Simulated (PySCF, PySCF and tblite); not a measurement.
A run on one conformer of C₈H₈O, numbered as in [CH2:1]=[CH:2][O:3][c:4]1[cH:5][cH:6][cH:7][cH:8][cH:9]1, from an ensemble study. The sound level was PBE0/pcSseg-1 (IEF-PCM, chloroform) on GFN2-xTB geometries.

Input:

```
{"job": {"xc": "PBE0", "basis": "pcSseg-1", "grid": 0, "kind": "nmr", "pop": false}, "charge": 0, "multiplicity": 1}
C      3.533121     0.386435    -0.141638
C      2.234224     0.490361    -0.369631
O      1.394125    -0.564689    -0.196690
C      0.047040    -0.352598    -0.100988
C     -0.775581    -1.421531    -0.451090
C     -2.146927    -1.299506    -0.354495
C     -2.713971    -0.114374     0.087129
C     -1.896902     0.942225     0.446233
C     -0.519749     0.829977     0.361433
H      3.962016    -0.525147     0.233172
H      4.193230     1.209409    -0.337312
H      1.786147     1.401571    -0.751862
H     -0.316094    -2.334966    -0.794868
H     -2.777221    -2.132164    -0.628928
H     -3.786697    -0.018748     0.158138
H     -2.330302     1.863905     0.805768
H      0.106544     1.651870     0.675344
```

Command: OMP_NUM_THREADS=1 python ens_run.py task.json out

Output:

```
final grid: 14736 points
cycle   1  E = -384.2211768244  dE =  1.656e+00  |g| = 5.616e-01  |ddm| = 4.001e+00
cycle   2  E = -384.1913470729  dE =  2.983e-02  |g| = 6.872e-01  |ddm| = 1.104e+00
cycle   3  E = -384.2886999330  dE = -9.735e-02  |g| = 1.045e-01  |ddm| = 6.073e-01
cycle   4  E = -384.2911864571  dE = -2.487e-03  |g| = 4.193e-02  |ddm| = 1.382e-01
cycle   5  E = -384.2916002426  dE = -4.138e-04  |g| = 1.713e-02  |ddm| = 5.269e-02
cycle   6  E = -384.2916617511  dE = -6.151e-05  |g| = 3.750e-03  |ddm| = 1.636e-02
cycle   7  E = -384.2916643818  dE = -2.631e-06  |g| = 1.207e-03  |ddm| = 3.805e-03
cycle   8  E = -384.2916647379  dE = -3.560e-07  |g| = 2.410e-04  |ddm| = 1.209e-03
cycle   9  E = -384.2916647499  dE = -1.205e-08  |g| = 1.032e-04  |ddm| = 2.831e-04
cycle  10  E = -384.2916647527  dE = -2.742e-09  |g| = 2.091e-05  |ddm| = 1.076e-04
cycle  11  E = -384.2916647528  dE = -1.014e-10  |g| = 1.007e-05  |ddm| = 2.705e-05
converged SCF energy = -384.2916647528

GIAO shielding tensors (ppm)
atom      isotropic    diamagn.    paramagn.     s11        s22        s33       span
  0 C       86.749     254.754    -168.006    -17.673    112.094    165.825    183.498
  1 C       32.184     255.064    -222.880    -74.763     69.732    101.585    176.348
  2 O      145.683     399.543    -253.861     77.651    116.153    243.244    165.593
  3 C       22.694     254.242    -231.548    -65.495     20.963    112.612    178.107
  4 C       62.771     252.661    -189.890    -26.408     48.212    166.509    192.917
  5 C       51.609     253.766    -202.157    -58.407     36.862    176.372    234.779
  6 C       59.439     254.141    -194.703    -48.158     46.702    179.772    227.931
  7 C       52.200     253.542    -201.342    -57.952     38.162    176.391    234.344
  8 C       69.486     257.617    -188.131    -20.077     52.598    175.937    196.014
  9 H       26.527      30.872      -4.345     23.536     25.084     30.962      7.426
 10 H       26.942      28.406      -1.464     24.522     26.034     30.272      5.750
 11 H       24.853      31.948      -7.094     22.257     23.126     29.177      6.920
 12 H       24.325      31.855      -7.530     20.442     24.346     28.188      7.747
 13 H       24.045      29.506      -5.461     20.703     24.614     26.816      6.113
 14 H       24.389      29.303      -4.914     21.159     25.186     26.821      5.662
 15 H       24.085      30.374      -6.289     20.644     24.518     27.094      6.450
 16 H       24.701      33.521      -8.820     20.454     24.451     29.200      8.746
```

Question: What is wrong with this calculation?

Answer: The setting at fault: integration grid far too coarse. (The solvent model also differs from the sound level's.) The run converged.
